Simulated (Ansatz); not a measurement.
Born–Oppenheimer molecular dynamics of CH$_{5}$BFGeNO (11 atoms, charge 0, multiplicity 1). It starts at the highest image of a converged band, a first-order saddle point between two minima.

Computed with RKS PBE/def2-SVP in Ansatz.

| Quantity | Value |
| --- | --- |
| ensemble | NVE (velocity Verlet) |
| time step | 0.5 fs |
| steps asked | 200 |
| starting velocities drawn for | 100 K |
| seed | 7863 |

First frame:

```xyz
11
Properties=species:S:1:pos:R:3
N -2.215 0.025 0.524
B -1.143 0.215 -0.350
O -0.630 1.314 -0.934
Ge 0.550 -0.627 -1.225
C 1.925 -0.472 0.254
F 1.413 -0.873 1.485
H -2.404 -0.871 0.968
H -2.798 0.794 0.856
H 0.293 0.910 -1.893
H 2.837 -1.070 0.022
H 2.235 0.599 0.314
```

How far do the bonds stretch over the last three quarters of this one trajectory? (Pairs bonded in most of those frames.)


```csv
bond,mean (Å),spread (Å),shortest,longest
N1–B2,1.401,0.035,1.35,1.47
N1–H7,1.020,0.012,1.00,1.04
N1–H8,1.024,0.006,1.01,1.03
B2–O3,1.330,0.025,1.27,1.37
B2–Ge4,2.056,0.140,1.86,2.34
O3–Ge4,2.081,0.125,1.88,2.28
Ge4–C5,1.989,0.034,1.94,2.05
Ge4–H9,1.615,0.058,1.53,1.75
C5–F6,1.402,0.023,1.36,1.44
C5–H10,1.115,0.004,1.11,1.12
C5–H11,1.113,0.006,1.10,1.13
```

Mean temperature of the second half: 788 K. The conserved energy stayed within 0.053 meV per atom of its start (net change 0.023 meV per atom), so the integration is sound. The kinetic energy rose, since the run started high on the potential surface and went downhill. A run of 0.1 ps of so small a system gives no equilibrium averages. The orbitals stay closed-shell, which can raise the energy where a bond breaks towards radicals; this wasn't checked here.

Time of the run: 3 min on 2 threads of AMD EPYC 9R45 96-Core Processor (Zen 5), on a shared host, peak memory 0.19 GiB.
